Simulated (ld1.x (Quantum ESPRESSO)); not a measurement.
**Se, RRKJ: configuration errors across variants**

Se, norm-conserving RRKJ (Kleinman–Bylander form), made with ld1.x (Quantum ESPRESSO) 7.5 (PBE, fully relativistic). Core [Ar] 3d10, reference 4s2 4p4. Waves: 4s (bound): rc 1.60 bohr; 4p (bound): rc 1.25 bohr. Local part: all-electron potential smoothed inside 1.15 bohr (lloc = -1). Core correction: Bessel-smoothed model core, default radius (core density twice the valence density). rho0 = 0.02.

Open shells are filled in proportion to 2j + 1 (rel_dist='average').

All-electron excitation energies from the reference (eV): (1) 4s2 4p3 10.849; (2) 4s2 4p2 31.202; (3) 4s2 4p1 62.077; (4) 4s1 4p4 22.379; (5) 4s2 4p0 104.268; (6) 4s2 4p4.3 -1.594; (7) 4s2 4p3.5 4.312.

2 further variants failed, have other tests or too few solved ones, and are left out.

A true bound ghost makes a file unfit for plane-wave use even where its test errors are small: the radial tests pick states by their node count and pass the ghost by.

Errors AE − PS in meV (a dash: test not solved or not reliable):

```csv
change,(1),(2),(3),(4),(5),(6),(7),bound ghosts
base,+2.0,-1.1,-51,+7.0,-266,+0.1,+0.6,s
"all radii but the core radius scaled by about 1.04 (s 1.66, p 1.30 bohr); local potential all-electron potential smoothed inside 1.20 bohr (lloc = -1)",+0.7,-7.7,-66,+3.1,-278,+0.1,+0.3,s
"all radii but the core radius scaled by about 1.14 (s 1.82, p 1.42 bohr); local potential all-electron potential smoothed inside 1.32 bohr (lloc = -1)",+3.6,+18,+47,+3.2,+95,+0.2,+0.8,none
"all radii but the core radius scaled by about 1.27 (s 2.04, p 1.58 bohr); local potential all-electron potential smoothed inside 1.46 bohr (lloc = -1)",+1.9,+7.9,+14,-15,+3.9,+0.1,+0.4,none
```

Give the same row for: all radii but the core radius scaled by about 1.34 (s 2.14, p 1.68 bohr); local potential all-electron potential smoothed inside 1.54 bohr (lloc = -1).

+1.7, +7.5, +15, -21, +16, +0.1, +0.4; bound ghosts: none.
